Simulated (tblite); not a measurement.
Run record: tight-binding relaxation, `C=C(C)[C@H]1C=C[CH2][GeH2]1`.

Computed with GFN2-xTB geometry optimisation, gas phase (tblite 0.8.0). Start geometry: from a force field or distance geometry. The command runs a driver script over a list of jobs; the input below is this job's line of settings and its coordinates in Å.

Command:
```bash
OMP_NUM_THREADS=1 python probes_run.py task.json out
```

Input:
```
{"job": {"kind": "relax", "xc": "GFN2-xTB", "basis": "xTB"}, "charge": 0, "multiplicity": 1}
C      1.404800    -0.450100     1.466600
C      1.245600    -0.007500     0.214500
C      2.285100    -0.469600    -0.785600
C      0.185000     0.877300    -0.269700
C     -0.560200     0.152200    -1.308600
C     -1.640300    -0.466800    -1.047600
C     -2.172600    -0.487700     0.323700
Ge    -1.281200     1.117800     1.012000
H      2.251900    -1.113600     1.700500
H      0.734200    -0.202500     2.290900
H      2.204000     0.266800    -1.644000
H      3.296900    -0.429200    -0.378300
H      1.954500    -1.454600    -1.121500
H      0.548400     1.838000    -0.656700
H     -0.140700     0.187200    -2.366600
H     -2.218500    -1.018700    -1.836800
H     -1.852600    -1.381100     0.904800
H     -3.272000    -0.347200     0.355200
H     -2.114800     2.376400     0.670200
H     -0.862800     1.023500     2.474100
```

Output:
```
step      E/eV     max force
  0    -624.11050    4.682
  1    -624.34582    3.684
  2    -624.50411    0.612
  3    -624.54123    0.575
  4    -624.57789    0.667
  5    -624.60135    0.442
  6    -624.61712    0.341
  7    -624.63356    0.337
  8    -624.64596    0.358
  9    -624.65649    0.248
... (165 lines left out)
175    -624.86508    0.020
176    -624.86515    0.023
177    -624.86521    0.021
178    -624.86526    0.017
179    -624.86530    0.013
180    -624.86535    0.016
181    -624.86539    0.021
182    -624.86543    0.021
183    -624.86546    0.015
184    -624.86548    0.009
```

«max force» is the largest atomic force in eV/Å.

Question: From which step on does the largest force stay under 0.1 eV/Å, and how much energy is left to gain from there?

Answer: From step 158 (0.099 eV/Å), 7.6 meV above the end.

In short: energy lowered by 17.4 kcal/mol over 184 steps; largest atomic force 0.009 eV/Å at the end.

Question: Give the final coordinates.

Answer: 1.421 Å rms from the input after alignment:
```
atom  x, y, z in Å
C1     1.5017   -1.4215    0.5424
C2     1.3908   -0.2487   -0.0637
C3     2.5196    0.7325   -0.1389
C4     0.1117    0.2300   -0.6765
C5    -0.8466   -0.8711   -1.0261
C6    -2.0540   -0.9241   -0.4897
C7    -2.5088    0.1179    0.4887
Ge8   -0.9555    1.3443    0.6065
H9     2.4257   -1.7393    0.9955
H10    0.6778   -2.1129    0.5942
H11    2.1910    1.6962    0.2570
H12    3.3789    0.3897    0.4311
H13    2.8241    0.8845   -1.1746
H14    0.3500    0.8004   -1.5805
H15   -0.5048   -1.6166   -1.7309
H16   -2.7507   -1.7143   -0.7355
H17   -2.7595   -0.3454    1.4442
H18   -3.4150    0.6063    0.1266
H19   -1.2408    2.7563    0.1498
H20   -0.3408    1.4463    1.9772
```

On AMD EPYC, one thread, no GPU (shared host), this took 3.7 s.
Labels such as C1 count atoms from 1, the log's own numbers from 0.
